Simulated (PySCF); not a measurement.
**`N#C[Si@@H]([SiH3])[Si@H](O)[SiH3]`, CH₉NOSi₄**

Geometry (Å), atoms numbered from 1 in this order:
```xyz
16

N    -1.3719   -2.9239   -2.1506
C    -1.1413   -1.8651   -1.7709
Si   -0.7311   -0.1892   -1.0459
Si   -2.6255    0.4224    0.1563
Si    1.3286   -0.4392    0.0396
O     1.0668   -1.2381    1.4462
Si    2.3801    1.4803    0.7755
H    -0.5750    0.6012   -2.2829
H    -2.3584    0.3128    1.5945
H    -3.8038   -0.3979   -0.1277
H    -2.9846    1.8169   -0.1150
H     2.1971   -1.3013   -0.7892
H     0.7607   -2.1394    1.4927
H     2.8722    2.2356   -0.3814
H     1.4547    2.3711    1.4852
H     3.5240    1.2626    1.6620
```

Theory: PySCF, TDDFT LC-wPBE/aug-cc-pVDZ circular dichroism and optical rotation, one conformer, gas phase. Geometry: GFN2-xTB.

The molecule is flexible and this is one conformer; a measurement averages over conformers.

Stereocentres: Si3 S, Si5 R.

Give the optical rotatory dispersion at 633, 589.3, 546, 436, 405, 365, 355 nm.

[α] in deg dm⁻¹ (g/mL)⁻¹:
| λ (nm) | origin-invariant length gauge | modified velocity gauge | length gauge (centre of mass) | isotropic polarisability (au) |
| --- | --- | --- | --- | --- |
| 633 | -58.1 | -53.5 | -57.4 | 137.8 |
| 589.3 | -68.0 | -62.6 | -67.2 | 138.6 |
| 546 | -80.6 | -74.2 | -79.7 | 139.6 |
| 436 | -135.7 | -124.6 | -134.3 | 143.6 |
| 405 | -162.1 | -148.7 | -160.6 | 145.5 |
| 365 | -209.8 | -191.9 | -208.2 | 148.9 |
| 355 | -225.1 | -205.8 | -223.6 | 150.0 |

And for the mirror image at 589.3 nm?

+68.0 deg dm⁻¹ (g/mL)⁻¹ (origin-invariant length gauge): the same size and the opposite sign.

What is the molar rotation [Φ] = [α]·M/100 of the geometry above at 589.3 nm?

With M = 163.43 g/mol, -111.1 deg cm² dmol⁻¹ (origin-invariant length gauge).

The first excitation lies at 5.91 eV (210 nm) with R = -10.8 × 10⁻⁴⁰ esu² cm² (velocity form).
